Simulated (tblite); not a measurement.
Compound: C5H13NSi.
Cartesian coordinates in Å at the GFN2-xTB level; atoms count from 1:
```xyz
20
C5H13NSi angstrom
C      3.5861    0.0027   -0.2306
C      2.6337    0.2089    0.6610
C      1.2723    0.7087    0.3468
Si     0.0001   -0.6936    0.5604
N     -1.4912   -0.1825   -0.1272
C     -1.9848    1.1713   -0.0583
C     -2.5590   -1.1369   -0.2811
H      4.5546   -0.3808    0.0421
H      3.4334    0.2130   -1.2768
H      2.8141   -0.0138    1.7048
H      1.2450    1.0921   -0.6728
H      1.0293    1.5292    1.0234
H      0.3918   -1.8801   -0.2067
H     -0.0505   -1.0475    1.9948
H     -2.6465    1.3196    0.8041
H     -2.5552    1.4009   -0.9633
H     -1.1545    1.8671    0.0158
H     -3.2296   -1.1408    0.5868
H     -3.1509   -0.8935   -1.1677
H     -2.1433   -2.1334   -0.3974
```

Method: GFN2-xTB as coded in tblite; computed harmonic values from a numerical Hessian at the method's own geometry, unscaled. The method is semi-empirical: single wavenumbers can be off by several per cent or more. Modes of hydrogen on silicon can be 10 to 20 % off. One conformer, not necessarily the lowest.

Harmonic wavenumbers (cm⁻¹): 47.2, 52.6, 83.9, 127.4, 156.1, 196.9, 237.8, 267.7, 297.5, 393.9, 413.6, 489.2, 592.6, 597.7, 689.1, 754.2, 778.6, 798.5, 809.7, 879.1, 958.6, 1022.1, 1040.5, 1055.0, 1066.2, 1088.8, 1126.9, 1185.5, 1206.8, 1212.0, 1302.3, 1307.2, 1415.3, 1416.9, 1427.3, 1468.4, 1481.0, 1490.4, 1501.4, 1511.3, 1714.1, 2127.1, 2239.8, 2891.7, 2893.0, 2945.9, 2952.6, 2967.4, 2993.1, 3044.8, 3050.2, 3050.4, 3095.8, 3121.0.

A = 5228, B = 961.4, C = 883.2 MHz; mass 115.082 u (most abundant isotopes); point group C1, symmetry number 1.

Q: Zero-point energy?

A: Half the sum of the wavenumbers: 36517 cm⁻¹ = 436.84 kJ/mol.

Q: Give the ideal-gas entropy at 273.15 K and 1 bar in the rigid-rotor, harmonic-oscillator model (classical rotation).

A: Translation 166.22, rotation 118.87, vibration 121.89: S = 407.0 J/(mol K).

Q: And Cp and H(273.15 K) − H(0)?

A: Cp = 152.79 J/(mol K), of which vibrations give 119.53 (their classical limit is 54 R = 449.0); H(273.15 K) − H(0) = 26.23 kJ/mol without the zero-point energy, 17.15 from vibrations.

Q: Which modes carry the vibrational entropy at 273.15 K?

A: 47.2 cm⁻¹: 19.91; 52.6 cm⁻¹: 19.01; 83.9 cm⁻¹: 15.17; 127.4 cm⁻¹: 11.79; 156.1 cm⁻¹: 10.17; 196.9 cm⁻¹: 8.37 J/(mol K); the other 48 give 37.46 together.

Q: How do the functions run with temperature in this model?

A: 
| T (K) | S (J/(mol K)) | Cp (J/(mol K)) | H − H(0) (kJ/mol) | G − H(0) (kJ/mol) | ln q(vib) |
| --- | --- | --- | --- | --- | --- |
| 50 | 245.2 | 59.2 | 2.21 | -10.05 | 0.68 |
| 100 | 294.1 | 83.6 | 5.80 | -23.60 | 2.12 |
| 298.15 | 420.8 | 163.3 | 30.18 | -95.28 | 7.80 |
| 373.15 | 460.8 | 194.2 | 43.60 | -128.35 | 9.83 |
| 500 | 524.3 | 240.9 | 71.28 | -190.89 | 13.21 |
| 750 | 635.9 | 309.3 | 140.63 | -336.28 | 19.60 |
| 1000 | 731.6 | 355.5 | 224.09 | -507.51 | 25.56 |

q(vib) and H(0) count from the zero-point level.

Q: What must be added to the electronic energy to get the Gibbs energy at 273.15 K and 1 bar?

A: ZPE + [H(273.15 K) − H(0)] − T·S = 436.84 + 26.23 − 111.17 = 351.90 kJ/mol.

Q: Blend soft modes into free rotors: weight 1/[1 + (100 cm⁻¹/ν̃)⁴] for the oscillator and the rest for a rotor with moment μB/(μ + B), μ = h/(8π²ν), B = 10⁻⁴⁴ kg m². What vibrational entropy results?

A: 110.32 J/(mol K) in place of 121.89, which changes −T·S at 273.15 K by +3.16 kJ/mol.

Hindered rotation and anharmonicity are outside this model. Other conformers, if any are populated, would add a mixing term that is left out. The structure is chiral; the term R ln 2 for an equal mix with its mirror image is left out.

On an Arm Neoverse N1 with one thread, shared host with 64 logical CPUs at a one-minute load of 58, this took 1.2 s wall. This covers the Hessian and the dipole derivatives.
